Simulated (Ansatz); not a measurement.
Total energies of C8H12N4, SMILES `CC(C)(C#N)/N=N/C(C)(C)C#N`.

```xyz
24

C    -0.458   -0.912    2.303
C     0.800   -0.487    1.562
C     1.787   -1.645    1.396
C     1.456    0.611    2.282
N     1.959    1.464    2.864
N     0.578    0.042    0.186
N    -0.578   -0.042   -0.186
C    -0.800    0.487   -1.562
C     0.458    0.911   -2.303
C    -1.786    1.646   -1.396
C    -1.457   -0.610   -2.282
N    -1.961   -1.463   -2.864
H    -0.948   -1.723    1.765
H    -1.163   -0.085    2.391
H    -0.188   -1.254    3.302
H     2.094   -2.016    2.374
H     2.669   -1.322    0.844
H     1.297   -2.451    0.847
H     0.948    1.722   -1.765
H     1.162    0.084   -2.391
H     0.188    1.253   -3.303
H    -2.669    1.323   -0.844
H    -1.296    2.451   -0.847
H    -2.093    2.017   -2.373
```

Charge 0, multiplicity 1. The geometry is a stationary point of PBE0-D4/def2-TZVP. It is one conformer, not always the lowest. Basis def2-TZVPP, Ansatz.

RPA on PBE orbitals: Hartree–Fock energy of these orbitals -527.74194 Eh, correlation -3.32885 Eh (frozen core).

```tsv
functional	energy without D4 (Eh)	D4 term (kJ/mol)
LDA (SPW92)	-526.53887	–
r2SCAN	-530.89583	-18.7
```

Problem. Give the same for PBE, revPBE, BLYP, B97M-V, PBE0, B3LYP, r2SCANh, r2SCAN0, HSE06 (plane-wave form), BHLYP, CAM-B3LYP, LC-ωPBE, ωB97X-V, ωB97M-V, B2PLYP, PBE-QIDH. (Best estimate.)

Solution. Computed: 
| functional | energy without D4 (Eh) | D4 term (kJ/mol) |
| --- | --- | --- |
| PBE | -530.53509 | -64.0 |
| revPBE | -531.04908 | -199.9 |
| BLYP | -531.00391 | -137.5 |
| B97M-V | -531.18734 | – |
| PBE0 | -530.56926 | -54.9 |
| B3LYP | -531.21125 | -100.1 |
| r2SCANh | -530.86672 | -19.5 |
| r2SCAN0 | -530.82570 | -21.2 |
| HSE06 (plane-wave form) | -530.54006 | -50.9 |
| BHLYP | -530.87639 | -70.8 |
| CAM-B3LYP | -530.93380 | -55.3 |
| LC-ωPBE | -530.84195 | – |
| ωB97X-V | -531.05756 | – |
| ωB97M-V | -531.00904 | – |
| B2PLYP | -530.76708 | – |
| PBE-QIDH | -530.49469 | – |

B3LYP takes the VWN-RPA correlation (the form of Gaussian; ORCA's B3LYP/G). HSE06 is the plane-wave form, built on full-range PBE exchange. The double hybrids freeze the cores in their second-order part.

LC-ωPBE has ω = 0.4 bohr⁻¹.
